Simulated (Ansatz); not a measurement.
`[CH3][Ge]([OH])([F])[Cl]` + H₂ → `[CH3][GeH]([OH])[Cl]` + H–F  (hydrogenolysis of a Ge–F bond)

Program: Ansatz. Geometries: PBE0-D4/def2-TZVP. ΔE: electronic, gas phase. CCSD(T)/CBS is the MP2 limit (def2-TZVPP, def2-QZVPP) plus CCSD(T) − MP2 in def2-TZVPP, frozen cores. This one scheme is used for every species. For Ge outer-core shells are correlated without core-valence functions, which leaves a few kJ/mol of doubt a bond. Scalar relativity is left out up to krypton. One conformer a species, not always the lowest.

```csv
species,HF/def2-TZVPP energy (Eh)
`[CH3][Ge]([OH])([F])[Cl]`,-2749.61473
H₂,-1.13290
`[CH3][GeH]([OH])[Cl]`,-2650.65909
H–F,-100.06520
```

Task: Work out ΔE.

Result: ΔE = (-2650.65909) + (-100.06520) − (-2749.61473) − (-1.13290) = 0.02334 Eh = +0.64 eV. CCSD(T)/CBS gives +0.60 eV.

Largest T1 diagnostic among the species: 0.011.

From PBE to PBE0 (25 % exact exchange), in def2-TZVPP and without D4, ΔE moves by −0.04 eV. Leaving LDA and LC-ωPBE aside and taking each functional with its dispersion term where it has one, the values, not all of them listed here, spread over 0.15 eV, from HSE06-D4 to r2SCAN-D4. LDA lies −0.03 eV from PBE without D4.
